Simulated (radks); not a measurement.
Q: Os, 76 electrons, occupied as [Xe] 4f14 5d6 6s2 (the NIST ground configuration). Method: scalar-relativistic Kohn-Sham, r2SCAN, spin-unpolarised, spherical densities, finite nucleus; meta-GGA in the generalised Kohn-Sham scheme; Fermi nuclear charge, rms radius 5.4126 fm; hard spherical wall at 1.5 bohr; computed with a radial shooting solver on a logarithmic mesh with Libxc functionals. Some entries of the table are withheld. Estimate them.

| orbital | occ. | eigenvalue (hartree) | <r> (bohr) | <1/r> (bohr^-1) |
|---|---|---|---|---|
| 1s | 2 | -2710.604 | 0.01774 | 90.42 |
| 2s | 2 | -467.8425 | 0.07491 | 21.18 |
| 2p | 6 | -406.4596 | 0.06731 | (1) |
| 3s | 2 | (2) | 0.1939 | 7.851 |
| 3p | 6 | -86.73722 | 0.1947 | 7.208 |
| 3d | 10 | -66.42091 | 0.1767 | 6.788 |
| 4s | 2 | -18.23582 | 0.4356 | 3.312 |
| 4p | 6 | -12.33827 | 0.4654 | 2.991 |
| 4d | 10 | -4.98131 | 0.5016 | 2.641 |
| 5s | 2 | 1.29725 | 0.8841 | (3) |
| 4f | 14 | 3.15510 | 0.5687 | 2.162 |
| 5p | 6 | 3.28709 | 0.9117 | 1.457 |
| 5d | 6 | 6.21339 | (4) | 1.455 |
| 5f | 0 | 9.90953 | 0.8773 | 1.568 |
| 6s | 2 | 13.68729 | 0.9054 | 1.726 |
| 6p | 0 | 16.09391 | 0.8915 | 1.743 |
| 7s | 0 | (5) | (6) | 1.949 |

A: 
(1) 2p <1/r> (bohr^-1): 19.05
(2) 3s eigenvalue (hartree): -104.8326
(3) 5s <1/r> (bohr^-1): 1.505
(4) 5d <r> (bohr): 0.9244
(5) 7s eigenvalue (hartree): 32.68508
(6) 7s <r> (bohr): 0.8709
